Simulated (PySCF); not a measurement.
# C₆ coefficients of unlike pairs at revPBE

Calculated with PySCF 2.14 from the dipole response of each species, C₆(A,B) = (3/π) ∫ α_A(iu) α_B(iu) du, in atomic units, from isotropic polarisabilities. For ions this is the dispersion term alone; charge-induced terms of lower order in 1/R come first.

```
species            configuration                                                                                              basis      relativity  α (bohr³)  C₆ (like pair)
 Tl(2+)  [Xe] 4f14 5d10 6s1 (2S)  aug-cc-pVQZ-PP with one added diffuse shell each of s, p, d, f, g type with ECP60MDF (8s8p6d4f3g)  core potential      12.22           76.60
      I   [Kr] 4d10 5s2 5p5 (2P)                                                                             dyall-av2z (22s16p12d)            none      32.62           354.8
      N        [He] 2s2 2p3 (4S)                                                                             dyall-av3z (15s9p3d2f)   spin-free X2C      8.063           27.83
 Ni(3+)            [Ar] 3d7 (4F)                                                                           aug-cc-pVTZ (8s7p5d3f2g)            none      1.740           4.136
```

Estimate C₆ for Ni(3+) with I.

The integral gives 30.34. The combination rule 2 C_A C_B / (C_A α_B/α_A + C_B α_A/α_B) gives 30.42 and the geometric mean 38.30.

No spin-orbit coupling is included.

The other pairs:

```json
{"pair": "Ni(3+), Tl(2+)", "C₆": "16.56"}
{"pair": "N, Tl(2+)", "C₆": "45.63"}
{"pair": "I, Tl(2+)", "C₆": "158.0"}
{"pair": "N, I", "C₆": "98.27"}
{"pair": "Ni(3+), N", "C₆": "9.290"}
```
